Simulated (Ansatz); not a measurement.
C2H4FGeN, SMILES `N=[C]1[CH2][GeH]1[F]`, relaxed with RKS PBE0-D4/def2-TZVP in Ansatz 0.2.0 from a PBE-D4/def2-SVP geometry. The force threshold is 0.005 eV/Å; the program also tests the step.

Charge 0, multiplicity 1.

Start:

```xyz
9

N    -1.252    1.167    1.214
C    -0.406    0.589    0.473
C     0.713   -0.372    0.709
Ge    0.017   -0.451   -1.164
F     1.270    0.052   -2.305
H    -1.994    1.641    0.673
H     0.666   -1.067    1.571
H     1.708    0.112    0.604
H    -0.723   -1.669   -1.775
```

(1) By how much does the energy fall, and how many steps does the optimiser take? (An estimate is asked.)

(2) Which bonds change most? (Estimate.)

(3) Give the relaxed structure. (An estimate is asked.)

## Answers

(1) Computed: 1.64 kcal/mol, in 13 steps.

(2) The calculation gave: C2–Ge4 from 1.985 to 1.943 Å; C3–Ge4 from 2.000 to 1.959 Å; Ge4–F5 from 1.768 to 1.738 Å; Ge4–H9 from 1.551 to 1.528 Å.

(3) Ansatz gave: 
```xyz
9

N    -1.184    1.215    1.172
C    -0.436    0.534    0.439
C     0.727   -0.378    0.705
Ge    0.045   -0.513   -1.126
F     1.138    0.143   -2.308
H    -1.934    1.663    0.646
H     0.640   -1.113    1.503
H     1.683    0.151    0.722
H    -0.680   -1.702   -1.752
```
